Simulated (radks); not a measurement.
Problem. Ge, configuration [Ar] 3d8 4p6 (not the ground configuration). Calculated with a radial shooting solver on a logarithmic mesh with Libxc functionals: scalar-relativistic Kohn-Sham, BLYP, spin-polarised, spherical densities, finite nucleus; open shells are filled with parallel spins first; Fermi nuclear charge, rms radius 4.0742 fm. Some entries of the table are withheld. Estimate them.

orbital  occ.  eigenvalue (eV)  <1/r> (bohr^-1)
1s up       1        -10990.87            32.38
1s down     1        -10990.86            32.38
2s up       1        -1402.370            7.102
2s down     1        -1400.608            7.108
2p up       3        -1229.107            6.964
2p down     3        -1227.777            6.969
3s up       1        -194.1287              (1)
3s down     1        -191.1640              (2)
3p up       3        -140.8575            2.182
3p down     3        -137.9438            2.174
3d up       5         -53.5459              (3)
3d down     3         -50.6453              (4)
4p up       3              (5)           0.5808
4p down     3              (6)           0.5718

Solution. 
(1) 3s up <1/r> (bohr^-1): 2.324
(2) 3s down <1/r> (bohr^-1): 2.317
(3) 3d up <1/r> (bohr^-1): 1.900
(4) 3d down <1/r> (bohr^-1): 1.886
(5) 4p up eigenvalue (eV): -7.4552
(6) 4p down eigenvalue (eV): -7.2244
